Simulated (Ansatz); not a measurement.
Species: HO4S, SMILES `[O]S(=O)(=O)O` (O–S–O–H torsion 53°) (charge 0, multiplicity 2).

### Question
Give a relaxed geometry from Ansatz (a first-principles code) with PBE0-D3(BJ)/def2-TZVP.

### Answer
One answer among several that fit: the end point of this relaxation, one of several conformers (outside a Z-matrix the atoms follow the SMILES, hydrogens last).
Z-matrix (Å, degrees):
```
S
O 1 1.4119
O 1 1.4708 2 117.96
O 1 1.4713 2 117.87 3 -119.39
O 1 1.5694 2 105.43 4 -120.28
H 5 0.9680 1 110.05 2 -179.69
```
